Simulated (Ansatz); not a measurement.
Coupled-cluster run, `C[CH2][In]([F])[CH2]C`.

```yaml
crystal:
  periodic: [false, false, false]
  atoms:
    - {symbol: C, position_ang: [2.007040, -2.239070, 0.292574]}
    - {symbol: C, position_ang: [0.585736, -2.108251, -0.238392]}
    - {symbol: In, position_ang: [-0.231591, -0.145606, 0.071324]}
    - {symbol: F, position_ang: [0.738171, 0.600847, 1.639702]}
    - {symbol: C, position_ang: [-1.642738, 1.363009, -0.519478]}
    - {symbol: C, position_ang: [-1.245560, 2.754512, -0.045686]}
    - {symbol: H, position_ang: [2.076029, -1.935319, 1.338549]}
    - {symbol: H, position_ang: [2.362587, -3.271771, 0.216206]}
    - {symbol: H, position_ang: [2.707532, -1.613336, -0.265780]}
    - {symbol: H, position_ang: [0.523066, -2.354131, -1.301253]}
    - {symbol: H, position_ang: [-0.090868, -2.797195, 0.277522]}
    - {symbol: H, position_ang: [-1.765858, 1.321649, -1.604551]}
    - {symbol: H, position_ang: [-2.603149, 1.060232, -0.090209]}
    - {symbol: H, position_ang: [-1.068658, 2.779247, 1.030678]}
    - {symbol: H, position_ang: [-0.325832, 3.098370, -0.524271]}
    - {symbol: H, position_ang: [-2.025898, 3.486813, -0.276925]}
basis:
  gaussian: {orbitals: def2-SVP}
correlation: {method: ccsd_t}
```

```sh
$ ansatz run in.yaml --threads 2 --pin off --events-out ev --progress --plain --max-ram 32768MiB --backend cuda --devices 0, --max-vram 18GiB
```

Log, shortened:

```
Functional definition: HF
1565 factors; integrals over basis functions are off by at most 1.6e-3 eV
mean field evaluation 1: about -12124.5164 eV, gradient 4.5e1 eV
mean field evaluation 2: about -12124.6611 eV, gradient 4.5e1 eV
mean field evaluation 4: about -12129.5110 eV, gradient 4.2e0 eV
mean field evaluation 8: about -12129.5795 eV, gradient 2.2e-1 eV
mean field -12129.57978420 eV, -445.7538353450 hartree, gradient 3.2e-6 eV, S^2 0.000000; 0 other end points of the search recorded, 0 dependent functions left out
9 core orbitals not correlated: weight in the atoms' cores, before any rotation towards them, 1.000 or more for the frozen orbitals, at most 0.000 for the correlated occupied ones
reference -12129.57978420 eV, -445.7538353450 hartree; 23, 23 occupied and 114, 114 virtual orbitals, 1565 factors
second order -23.40086932 eV of doubles, -0.00000000 eV of singles
cycle   1  -24.40605905 eV  change    -1.0e0 eV  update   1.2e-1
cycle   2  -24.98443655 eV  change   -5.8e-1 eV  update   3.7e-2
cycle   3  -25.16179092 eV  change   -1.8e-1 eV  update   2.3e-2
cycle   4  -25.17247049 eV  change   -1.1e-2 eV  update   5.9e-3
cycle   5  -25.16899645 eV  change    3.5e-3 eV  update   2.8e-3
cycle   6  -25.16862799 eV  change    3.7e-4 eV  update   9.8e-4
cycle   7  -25.16846877 eV  change    1.6e-4 eV  update   3.6e-4
cycle   8  -25.16837115 eV  change    9.8e-5 eV  update   1.2e-4
cycle   9  -25.16836041 eV  change    1.1e-5 eV  update   4.7e-5
perturbative correction -0.69241444 eV, -0.0254457614 hartree
Total energy: -12155.44055905 eV, -446.7042012916 hartree
```

It took 8 s on 2 threads of an AMD EPYC 7R13 on a shared host and a share of an NVIDIA H100 80 GB, with 0.79 GiB of host memory at the peak.

The correlation energy is -25.861 eV, 2.7 % of it from (T); the T1 diagnostic reads 0.0114.
